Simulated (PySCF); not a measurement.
C₃H₂F₆, SMILES FC(F)(F)CC(F)(F)F, GFN2-xTB optimised geometry.

```
11

F     -0.47     1.27    -2.72
C     -0.03     0.03    -2.53
F     -0.57    -0.73    -3.49
F      1.29     0.03    -2.73
C     -0.42    -0.52    -1.16
C      0.17     0.28     0.00
F      1.51     0.28     0.00
F     -0.23     1.55     0.00
F     -0.22    -0.25     1.17
H     -0.05    -1.55    -1.08
H     -1.51    -0.51    -1.07
```

Density from PBE/def2-TZVP run with PySCF 2.14.0 at that geometry.

Minimum of the electron density along straight lines between bonded atoms, close to the bond critical point (lines longer than 1.1 times the sum of covalent radii, or with two minima, are not listed):

```json
[
 {"bond": "F1–C2", "length / Å": "1.333", "ρ at the minimum / e bohr⁻³": "0.292", "∇²ρ there / e bohr⁻⁵": "-0.52", "position (fraction from the first atom)": "0.65"},
 {"bond": "C2–F3", "length / Å": "1.340", "ρ at the minimum / e bohr⁻³": "0.288", "∇²ρ there / e bohr⁻⁵": "-0.53", "position (fraction from the first atom)": "0.35"},
 {"bond": "C2–F4", "length / Å": "1.333", "ρ at the minimum / e bohr⁻³": "0.292", "∇²ρ there / e bohr⁻⁵": "-0.52", "position (fraction from the first atom)": "0.35"},
 {"bond": "C2–C5", "length / Å": "1.526", "ρ at the minimum / e bohr⁻³": "0.257", "∇²ρ there / e bohr⁻⁵": "-0.65", "position (fraction from the first atom)": "0.53"},
 {"bond": "C5–C6", "length / Å": "1.526", "ρ at the minimum / e bohr⁻³": "0.257", "∇²ρ there / e bohr⁻⁵": "-0.65", "position (fraction from the first atom)": "0.47"},
 {"bond": "C6–F7", "length / Å": "1.333", "ρ at the minimum / e bohr⁻³": "0.292", "∇²ρ there / e bohr⁻⁵": "-0.52", "position (fraction from the first atom)": "0.35"},
 {"bond": "C6–F8", "length / Å": "1.333", "ρ at the minimum / e bohr⁻³": "0.292", "∇²ρ there / e bohr⁻⁵": "-0.52", "position (fraction from the first atom)": "0.35"},
 {"bond": "C6–F9", "length / Å": "1.340", "ρ at the minimum / e bohr⁻³": "0.288", "∇²ρ there / e bohr⁻⁵": "-0.53", "position (fraction from the first atom)": "0.35"},
 {"bond": "C5–H10", "length / Å": "1.093", "ρ at the minimum / e bohr⁻³": "0.278", "∇²ρ there / e bohr⁻⁵": "-0.94", "position (fraction from the first atom)": "0.65"},
 {"bond": "C5–H11", "length / Å": "1.093", "ρ at the minimum / e bohr⁻³": "0.278", "∇²ρ there / e bohr⁻⁵": "-0.94", "position (fraction from the first atom)": "0.65"}
]
```
